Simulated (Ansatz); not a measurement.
`[OH][GeH]([SH])[SeH]` + `[F][Ga]([F])[SiH3]` → `[OH][GeH]([SiH3])[SH]` + `[F][Ga]([F])[SeH]`  (redistribution)

Isolated molecules relaxed with PBE0-D4/def2-TZVP in Ansatz; ΔE leaves out vibrations. CCSD(T)/CBS is the MP2 limit (def2-TZVPP, def2-QZVPP) plus CCSD(T) − MP2 in def2-TZVPP, frozen cores. Functionals use def2-TZVPP. B3LYP here is the variant with VWN-RPA as its local correlation; programs differ in this. For Ga, Ge, Se outer-core shells are correlated without core-valence functions, which leaves a few kJ/mol of doubt a bond. Scalar relativity is left out up to krypton. Each species was taken in one conformer, which may not be the lowest.

| level | ΔE (kcal/mol) |
| --- | --- |
| PBE-D4 | -3.0 |
| PBE0 | -3.9 |
| B3LYP | -3.6 |
| HF/CBS(def2) | -5.8 |

(1) What does CCSD(T)/CBS give? (An estimate is asked.)

Largest T1 diagnostic among the species: 0.015.

## Answers

(1) Computed: -4.2 kcal/mol. The listed levels differ from it by 1.2, 0.3, 0.6, -1.6 kcal/mol.

In def2-TZVPP, CCSD(T) changes the Hartree–Fock value by +0.9 kcal/mol (the triples alone add +0.2 kcal/mol) and MP2 by +1.0 kcal/mol. From PBE to PBE0 (25 % exact exchange), in def2-TZVPP and without D4, ΔE moves by −0.8 kcal/mol.
